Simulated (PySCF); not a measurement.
Ligand exchange on a metal centre used in film growth or etching (Hf F-H). Gas-phase values, no solvent.

Level of theory: TPSSh-D3(BJ)/def2-TZVP // PBE-D3(BJ)/def2-SVP in PySCF 2.14.0. All candidates: neutral, multiplicity 1. 

```yaml
dipole_moment: 0.00 D
LUMO: -2.49 eV
HOMO: -7.89 eV
```

Which member has these values?
(A) [Hf(F)4]
(B) [Hf(H)4]
(C) [Hf(F)3(H)]
(D) [Hf(F)(H)3]

B, [Hf(H)4]. The others give [Hf(F)(H)3]: 0.54 D, -2.35 eV, -7.96 eV; [Hf(F)3(H)]: 0.20 D, -1.76 eV, -8.59 eV; [Hf(F)4]: 0.00 D, -1.21 eV, -11.01 eV
